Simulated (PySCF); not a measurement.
## Spin-rotation constants: SMILES [SiH3]/C=C/[SiH2]P, C2H9PSi2

Molfile (atoms numbered from 1):
```
C2H9PSi2
     RDKit          3D

 14 13  0  0  0  0  0  0  0  0999 V2000
   -2.6447    0.4995   -0.0487 Si  0  0  0  0  0  4  0  0  0  0  0  0
   -0.7785    0.3401    0.0108 C   0  0  0  0  0  0  0  0  0  0  0  0
   -0.1271   -0.8309    0.1248 C   0  0  0  0  0  0  0  0  0  0  0  0
    1.7401   -1.0025    0.1897 Si  0  0  0  0  0  4  0  0  0  0  0  0
    2.6655    1.0283   -0.2147 P   0  0  0  0  0  0  0  0  0  0  0  0
   -3.2521   -0.8612    0.0629 H   0  0  0  0  0  0  0  0  0  0  0  0
   -3.1365    1.3596    1.0718 H   0  0  0  0  0  0  0  0  0  0  0  0
   -3.0794    1.1333   -1.3323 H   0  0  0  0  0  0  0  0  0  0  0  0
   -0.1845    1.2658   -0.0450 H   0  0  0  0  0  0  0  0  0  0  0  0
   -0.7197   -1.7563    0.1852 H   0  0  0  0  0  0  0  0  0  0  0  0
    2.1785   -1.4413    1.5521 H   0  0  0  0  0  0  0  0  0  0  0  0
    2.1841   -2.0500   -0.7830 H   0  0  0  0  0  0  0  0  0  0  0  0
    2.5576    0.8974   -1.6337 H   0  0  0  0  0  0  0  0  0  0  0  0
    3.9969    0.5111   -0.1743 H   0  0  0  0  0  0  0  0  0  0  0  0
  1  2  1  0
  2  3  2  0
  3  4  1  0
  4  5  1  0
  1  6  1  0
  1  7  1  0
  1  8  1  0
  2  9  1  0
  3 10  1  0
  4 11  1  0
  4 12  1  0
  5 13  1  0
  5 14  1  0
M  END
```

Computed with PySCF, GIAO KT1/pcSseg-1 magnetisability, rotational g tensor and spin-rotation constants, non-relativistic, gas phase. Geometry: PBE0-D3(BJ)/def2-SVP.

(1) Give the nuclear spin-rotation constants along the inertial axes (H = +C I·J) beside the isotropic shieldings.

Results:

(1) Rotational constants 4.8860, 0.9008, 0.7793 GHz. A star marks the isotopologue with that one atom substituted, in its own axes.
```csv
atom,isotope,Caa (kHz),Cbb (kHz),Ccc (kHz),mean (kHz),σ (ppm)
P5,31P,3.830,0.833,0.621,1.761,623.5
H6,1H,-0.313,0.018,-0.073,-0.123,27.1
H7,1H,-0.343,-0.061,0.006,-0.133,26.7
H8,1H,-0.371,-0.042,-0.007,-0.140,26.7
H9,1H,-0.175,0.049,-0.090,-0.072,24.4
H10,1H,-0.177,0.053,-0.089,-0.071,24.2
H11,1H,-0.366,-0.056,0.008,-0.138,26.4
H12,1H,-0.326,-0.045,-0.003,-0.125,26.1
H13,1H,-0.527,-0.091,0.006,-0.204,29.7
H14,1H,0.038,-0.083,-0.092,-0.046,29.7
Si1,29Si*,-2.371,-0.477,-0.463,-1.104,427.2
C2,13C*,2.175,0.397,0.093,0.888,42.5
C3,13C*,2.132,0.396,0.107,0.878,40.2
Si4,29Si*,-2.534,-0.483,-0.485,-1.168,410.1
```
For the geometry as given, no vibrational averaging.
